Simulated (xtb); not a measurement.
C₆H₇ (SMILES [C]1=CCCC=C1), doublet, from a rough starting geometry; xtb with GFN2-xTB.

The xtb input:
```
$ xtb mol.xyz --gfn 2 --uhf 1 --opt vtight --json

# file mol.xyz
13

C      0.73125981    -1.44437904     0.44767973
C     -0.58850854    -1.39562054     0.49142752
C     -1.24155816    -0.23938163    -0.26675076
C     -0.37152661     1.05359823     0.04761393
C      1.09940727     0.81144153    -0.15805879
C      1.67596537    -0.38594984     0.06057701
H     -1.15166486    -2.19464572     0.81502133
H     -1.24252631    -0.38934878    -1.38440368
H     -2.24064267    -0.07317408     0.02049031
H     -0.72125174     1.88062422    -0.65185978
H     -0.57239754     1.35467482     1.07598361
H      1.70962661     1.63724196    -0.41617246
H      2.69228409    -0.60253072    -0.09789197
```

What the program printed (banner, timings and long lists left out):

```
   ID    Z sym.   atoms
    1    6 C      1-6
    2    1 H      7-13

           -------------------------------------------------
          |                Calculation Setup                |
           -------------------------------------------------

           -------------------------------------------------
          |                 G F N 2 - x T B                 |
           -------------------------------------------------

          ...................................................
          :                      SETUP                      :
          :.................................................:
          :  # basis functions                  31          :
          :  # atomic orbitals                  31          :
          :  # shells                           19          :
          :  # electrons                        31          :
          :  max. iterations                   250          :
          :  Hamiltonian                  GFN2-xTB          :
          :  restarted?                      false          :
          :  GBSA solvation                  false          :
          :  PC potential                    false          :
          :  electronic temp.          300.0000000     K    :
          :  accuracy                    1.0000000          :
          :  -> integral cutoff          0.2500000E+02      :
          :  -> integral neglect         0.1000000E-07      :
          :  -> SCF convergence          0.1000000E-05 Eh   :
          :  -> wf. convergence          0.1000000E-03 e    :
          :  Broyden damping             0.4000000          :
          :  net charge                          0          :
          :  unpaired electrons                  1          :
          ...................................................

 iter      E             dE          RMSdq      gap      omega  full diag
   1    -16.5320973 -0.165321E+02  0.441E+00    2.02       0.0  T
   2    -16.5471612 -0.150639E-01  0.264E+00    1.87       1.0  T
   3    -16.5308664  0.162947E-01  0.139E+00    2.24       1.0  T
   4    -16.5492225 -0.183561E-01  0.402E-01    1.92       1.0  T
   5    -16.5506061 -0.138359E-02  0.858E-02    1.98       1.0  T
   6    -16.5506334 -0.272780E-04  0.580E-02    1.97       1.0  T
   7    -16.5506482 -0.147625E-04  0.290E-02    1.98       1.0  T
   8    -16.5506521 -0.394601E-05  0.470E-03    1.98       5.9  T
   9    -16.5506523 -0.219265E-06  0.148E-03    1.98      18.8  T
  10    -16.5506523  0.101681E-08  0.669E-04    1.98      41.5  T
  11    -16.5506523 -0.334307E-08  0.117E-04    1.98     236.3  T

   *** convergence criteria satisfied after 11 iterations ***

         :::::::::::::::::::::::::::::::::::::::::::::::::::::
         ::                     SUMMARY                     ::
         :::::::::::::::::::::::::::::::::::::::::::::::::::::
         :: total energy             -16.262399908290 Eh    ::
         :: gradient norm              0.112669762444 Eh/a0 ::
         :: HOMO-LUMO gap              1.978062977760 eV    ::
         ::.................................................::
         :: SCC energy               -16.550642807174 Eh    ::
         :: -> isotropic ES            0.001851174329 Eh    ::
         :: -> anisotropic ES          0.003040972482 Eh    ::
         :: -> anisotropic XC          0.011786926834 Eh    ::
         :: -> dispersion             -0.008331012910 Eh    ::
         :: repulsion energy           0.288242898883 Eh    ::
         :: add. restraining           0.000000000000 Eh    ::
         :: total charge               0.000000000000 e     ::
         :::::::::::::::::::::::::::::::::::::::::::::::::::::

      -----------------------------------------------------------
     |                   =====================                   |
     |                        A N C O P T                        |
     |                   =====================                   |
     |               Approximate Normal Coordinate               |
     |                Rational Function Optimizer                |
      -----------------------------------------------------------
      -----------------------------------------------------------
     |                   =====================                   |
     |                        A N C O P T                        |
     |                   =====================                   |
     |               Approximate Normal Coordinate               |
     |                Rational Function Optimizer                |
      -----------------------------------------------------------

          ...................................................
          :                      SETUP                      :
          :.................................................:
          :   optimization level         verytight          :
          :   max. optcycles                   260          :
          :   ANC micro-cycles                  20          :
          :   degrees of freedom                33          :
          :.................................................:
          :   RF solver                   davidson          :
          :   write xtbopt.log                true          :
          :   linear?                        false          :
          :   energy convergence         0.1000000E-06 Eh   :
          :   grad. convergence          0.2000000E-03 Eh/α :
          :   maxmium RF displ.          1.0000000          :
          :   Hlow (freq-cutoff)         0.1000000E-01      :
          :   Hmax (freq-cutoff)         5.0000000          :
          :   S6 in model hess.         20.0000000          :
          ...................................................

generating ANC from exact Hessian ...
Using Lindh-Hessian (1995)
 Shifting diagonal of input Hessian by    4.6222955679045552E-004
 Lowest  eigenvalues of input Hessian
    0.000000    0.000000    0.000000    0.000000    0.000000    0.000000
[...]
 * total energy  :   -16.2623999 Eh     change       -0.3901235E-10 Eh
 * total energy  :   -16.2722098 Eh     change       -0.9809922E-02 Eh
 * total energy  :   -16.2732001 Eh     change       -0.9902966E-03 Eh
 * total energy  :   -16.2732898 Eh     change       -0.8962700E-04 Eh
 * total energy  :   -16.2733258 Eh     change       -0.3604425E-04 Eh
 * total energy  :   -16.2733310 Eh     change       -0.5239897E-05 Eh
 * total energy  :   -16.2733324 Eh     change       -0.1362682E-05 Eh
 * total energy  :   -16.2733329 Eh     change       -0.4653377E-06 Eh
 * total energy  :   -16.2733330 Eh     change       -0.1744787E-06 Eh
 * total energy  :   -16.2733331 Eh     change       -0.7623303E-07 Eh
   *** GEOMETRY OPTIMIZATION CONVERGED AFTER 10 ITERATIONS ***
         :: total energy             -16.273333116751 Eh    ::
[...]
         :: -> dispersion             -0.008380096687 Eh    ::
         :: repulsion energy           0.293901649706 Eh    ::
         :: add. restraining           0.000000000000 Eh    ::
         :: total charge              -0.000000000000 e     ::
         :::::::::::::::::::::::::::::::::::::::::::::::::::::

           -------------------------------------------------
          |                Property Printout                |
           -------------------------------------------------

    * Orbital Energies and Occupations

         #    Occupation            Energy/Eh            Energy/eV
      -------------------------------------------------------------
         1        2.0000           -0.6368201             -17.3288
       ...           ...                  ...                  ...
         4        2.0000           -0.5726577             -15.5828
         5        2.0000           -0.5593041             -15.2194
         6        2.0000           -0.5250159             -14.2864
         7        2.0000           -0.5174248             -14.0798
         8        2.0000           -0.4889245             -13.3043
         9        2.0000           -0.4836096             -13.1597
        10        2.0000           -0.4754557             -12.9378
        11        2.0000           -0.4607402             -12.5374
        12        2.0000           -0.4512007             -12.2778
        13        2.0000           -0.4319807             -11.7548
        14        2.0000           -0.4190898             -11.4040
        15        2.0000           -0.3658452              -9.9552
        16        1.0000           -0.3141062              -8.5473 (HOMO)
        17                         -0.2362360              -6.4283 (LUMO)
        18                         -0.1265459              -3.4435
        19                          0.0915378               2.4909
        20                          0.1022030               2.7811
        21                          0.1201575               3.2697
        22                          0.1418023               3.8586
        23                          0.1623624               4.4181
        24                          0.1713072               4.6615
        25                          0.2114685               5.7544
        26                          0.2398779               6.5274
        27                          0.2677643               7.2862
       ...                                ...                  ...
        31                          0.7166599              19.5013
      -------------------------------------------------------------
                  HL-Gap            0.0778702 Eh            2.1190 eV
             Fermi-level           -0.3075734 Eh           -8.3695 eV

     #   Z          covCN         q      C6AA      α(0)
     1   6 C        2.004    -0.069    32.908     9.264
     2   6 C        2.896    -0.036    28.907     8.815
     3   6 C        3.815    -0.046    21.379     6.581
     4   6 C        3.810    -0.053    21.516     6.603
     5   6 C        2.915    -0.036    28.892     8.814
     6   6 C        2.902    -0.023    28.580     8.766
     7   1 H        0.926     0.036     2.496     2.471
     8   1 H        0.924     0.037     2.484     2.465
     9   1 H        0.924     0.039     2.463     2.454
    10   1 H        0.924     0.039     2.456     2.451
    11   1 H        0.923     0.042     2.426     2.436
    12   1 H        0.926     0.031     2.569     2.506
    13   1 H        0.926     0.038     2.479     2.462

 Mol. C6AA /au·bohr⁶  :       1770.301892
 Mol. C8AA /au·bohr⁸  :      42160.472070
 Mol. α(0) /au        :         66.087904

Wiberg/Mayer (AO) data.
largest (>0.10) Wiberg bond orders for each atom

 ---------------------------------------------------------------------------
     #   Z sym  total        # sym  WBO       # sym  WBO       # sym  WBO
 ---------------------------------------------------------------------------
     1   6 C    3.359 --     2 C    1.932     6 C    1.185
     2   6 C    3.982 --     1 C    1.932     7 H    0.959     3 C    0.935
                             5 C    0.120
     3   6 C    3.988 --     4 C    1.006     9 H    0.972     8 H    0.965
                             2 C    0.935
     4   6 C    3.999 --     5 C    1.026     3 C    1.006    10 H    0.968
                            11 H    0.955
     5   6 C    3.981 --     6 C    1.771     4 C    1.026    12 H    0.964
                             2 C    0.120
     6   6 C    3.989 --     5 C    1.771     1 C    1.185    13 H    0.959
     7   1 H    0.998 --     2 C    0.959
     8   1 H    0.999 --     3 C    0.965
     9   1 H    0.998 --     3 C    0.972
    10   1 H    0.998 --     4 C    0.968
    11   1 H    0.998 --     4 C    0.955
    12   1 H    0.999 --     5 C    0.964
    13   1 H    0.998 --     6 C    0.959
 ---------------------------------------------------------------------------

Topologies differ in total number of bonds
Writing topology from bond orders to xtbtopo.mol

molecular dipole:
                 x           y           z       tot (Debye)
 q only:       -0.200       0.275      -0.092
   full:       -0.296       0.425      -0.158       1.376
molecular quadrupole (traceless):
                xx          xy          yy          xz          yz          zz
 q only:        1.088       0.552      -0.393      -0.249       0.107      -0.695
  q+dip:        2.990       1.344      -0.914      -1.089      -0.396      -2.076
   full:        1.871       1.206      -0.941      -0.712       0.157      -0.930

optimized geometry written to: xtbopt.xyz

           -------------------------------------------------
          | TOTAL ENERGY              -16.273333116751 Eh   |
          | GRADIENT NORM               0.000078971260 Eh/α |
          | HOMO-LUMO GAP               2.118955834195 eV   |
           -------------------------------------------------

normal termination of xtb
```
